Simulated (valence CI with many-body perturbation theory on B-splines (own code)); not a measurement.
Values are calculated unless marked as measured or tabulated.
## Ge17+: configurations and terms from energies and g

Level of theory: relativistic CI+MBPT: five valence electrons over a frozen Dirac-Fock core [Ne], a basis of 11 s, 11 p, 10 d, 8 f, 5 g, 2 h functions for each j, with the one-electron correlation potential Σ1, the two-electron term Σ2, the three-electron term Σ3, Breit, model QED; selected CI, second order for the rest, scaled by the run's own slope (own B-spline code, finite nucleus).

No measured levels were compared; by estimate levels of excited configurations hold to 0.05 to 0.15 % of their energy, terms of the ground configuration to about 0.5 %. Among the levels kept, up to 3300 cm⁻¹ of a level comes from second order outside the variational space, and about a tenth of that is noise between levels of different J, which matters for small intervals.

| No. | J | Parity | E (cm⁻¹) | g |
| --- | --- | --- | --- | --- |
| 1 | 3/2 | odd | 0 | 1.886 |
| 2 | 3/2 | odd | 56431 | 0.999 |
| 3 | 5/2 | odd | 73867 | 1.199 |
| 4 | 1/2 | odd | 112690 | 0.664 |
| 6 | 5/2 | even | 407360 | 1.580 |
| 7 | 3/2 | even | 436600 | 1.705 |
| 8 | 1/2 | even | 445970 | 2.629 |
| 10 | 5/2 | even | 516410 | 1.217 |
| 13 | 3/2 | even | 602050 | 0.488 |
| 14 | 5/2 | even | 614040 | 1.087 |
| 16 | 5/2 | even | 632840 | 0.952 |
| 17 | 7/2 | even | 633320 | 1.247 |
| 19 | 1/2 | even | 649060 | 0.170 |
| 20 | 3/2 | even | 649190 | 1.141 |

Energies count from the lowest level. Strongly mixed levels and levels close to another of their J and parity are left out, so the numbers can have gaps.

(1) Give configuration and LS term of each level.

Results:

(1) 1: 3s2 3p3 4S°; 2: 3s2 3p3 2D°; 3: 3s2 3p3 2D°; 4: 3s2 3p3 2P°; 6: 3s 3p4 4P; 7: 3s 3p4 4P; 8: 3s 3p4 4P; 10: 3s 3p4 2D; 13: 3s2 3p2 3d 4F; 14: 3s2 3p2 3d 4F; 16: 3s2 3p2 3d 2F; 17: 3s2 3p2 3d 4F; 19: 3s2 3p2 3d 4D; 20: 3s2 3p2 3d 4D.
